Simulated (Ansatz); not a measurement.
SiHMe2(OSiMe3) (C₅H₁₆OSi₂). Charge 0, multiplicity 1. Geometry r2SCAN-D4/def2-SVP, basis def2-TZVP, Ansatz.

```xyz
24

Si    1.222    1.034    0.802
H     0.744    2.353    0.264
C     1.511    1.172    2.644
H     2.277    1.930    2.876
H     1.851    0.207    3.055
H     0.584    1.453    3.169
C     2.794    0.543   -0.093
H     3.598    1.279    0.078
H     2.632    0.470   -1.180
H     3.152   -0.439    0.261
O     0.048   -0.118    0.549
Si   -1.128   -0.580   -0.549
C    -2.545    0.647   -0.470
C    -1.699   -2.290   -0.047
C    -0.383   -0.604   -2.273
H    -3.359    0.371   -1.160
H    -2.207    1.662   -0.739
H    -2.968    0.694    0.547
H    -2.097   -2.283    0.981
H    -2.492   -2.664   -0.715
H    -0.864   -3.009   -0.077
H    -0.031    0.398   -2.571
H     0.478   -1.292   -2.325
H    -1.118   -0.933   -3.026
```

```json
{"run": "A", "HOMO (eV)": "-6.45", "LUMO (eV)": "0.04"}
{"run": "B", "HOMO (eV)": "-6.77", "LUMO (eV)": "0.65"}
{"run": "C", "HOMO (eV)": "-6.40", "LUMO (eV)": "0.15"}
{"run": "D", "HOMO (eV)": "-7.83", "LUMO (eV)": "0.81"}
{"run": "E", "HOMO (eV)": "-10.54", "LUMO (eV)": "2.85"}
```

LC-ωPBE has ω = 0.4 bohr⁻¹.

**Question.** The runs used LC-ωPBE, PBE, PBE0, r2SCAN, revPBE. Estimate which is which.

**Answer.** A PBE (0 % exact exchange); B r2SCAN (0 % exact exchange); C revPBE (0 % exact exchange); D PBE0 (25 % exact exchange); E LC-ωPBE (range-separated). Exact exchange lowers occupied and raises empty levels; among semilocal functionals meta-GGAs tend to open the gap a little, and such runs are hard to tell apart. The gap grows from 6.49 eV (PBE) to 13.39 eV (LC-ωPBE).
